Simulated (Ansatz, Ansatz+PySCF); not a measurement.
```xyz
2

P     0.0000    0.0000    0.0000
O     0.0000    0.0000    1.6000
```

Basis set: 6-31G (spherical functions). Left uncorrelated: 6 orbitals. Correlation on ROHF uses semicanonical orbitals with singles. Charge 0, multiplicity 2.

Computed with Ansatz (development build ahead of 0.2.0); the reference of a correlated method needn't be the lowest determinant of its kind.

Question: Give the atomization energy at this shape (free ground-state atoms in the same class of orbitals less the molecule, no zero-point energy) of doublet PO by ROHF-CCSD(T), UHF-CCSD(T).

Answer:

| method | atomization energy |
| --- | --- |
| ROHF-CCSD(T) | 320.3 kJ/mol |
| UHF-CCSD(T) | 314.5 kJ/mol |

Caution: the reference determinant was not shown to be the lowest. Caution for UHF-CCSD(T): another reference gives a lower total; the program doubts this total; the unrestricted determinant is spin contaminated.

This basis has no polarisation functions and is too small for such energies, which can lie far from measured ones in either direction.
